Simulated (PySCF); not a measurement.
Computed NMR parameters against published values

Cartesian coordinates in Å; atom numbers follow the order of the lines, from 1:
```xyz
13

C    -2.518   -0.051   -0.067
S    -1.418    1.377   -0.001
C     0.124    0.606   -0.284
C     1.385    1.133   -0.364
C     2.252    0.022   -0.611
C     1.458   -1.082   -0.661
O     0.161   -0.730   -0.462
H    -3.527    0.346    0.107
H    -2.271   -0.780    0.717
H    -2.480   -0.538   -1.051
H     1.656    2.180   -0.259
H     3.332    0.047   -0.735
H     1.644   -2.140   -0.822
```

Published estimates (parent shift plus substituent increments) and measurements: δ ¹H H13 7.55; H11 6.43; H12 6.39 ppm (estimated from measurements, as parent shift plus tabulated substituent increment; solution, not stated per compound (mostly CDCl3 or CCl4); Pretsch, Buehlmann, Badertscher, Structure Determination of Organic Compounds, 4th ed. (2009)).

Relativity neglected, in vacuum, a single conformation, averaged over atoms made equivalent by symmetry, fast rotation or ring inversion. PBE0-D3(BJ)/def2-SVP geometry; KT3/pcSseg-2 with gauge-including orbitals; PySCF.

Problem. Set the calculated values beside the experiment.

Solution. 
Reference values: estimated from measurements, as parent shift plus tabulated substituent increment (solution, not stated per compound (mostly CDCl3 or CCl4); Pretsch, Buehlmann, Badertscher, Structure Determination of Organic Compounds, 4th ed. (2009)).
| atoms | quantity | reference | computed |
| --- | --- | --- | --- |
| H13 | δ ¹H | 7.55 | 7.59 |
| H11 | δ ¹H | 6.43 | 6.05 |
| H12 | δ ¹H | 6.39 | 6.49 |

Computed shifts are σ(ref) − σ with the named reference compound (TMS for H and C) calculated as an isolated molecule at the same level.

Problem. How far are the unscaled ¹H shifts from the references?

Solution. Mean signed difference -0.08 ppm, mean absolute 0.17 ppm over 3 comparisons; the largest is -0.38 ppm at H11 (hydrogen on an aromatic CH).
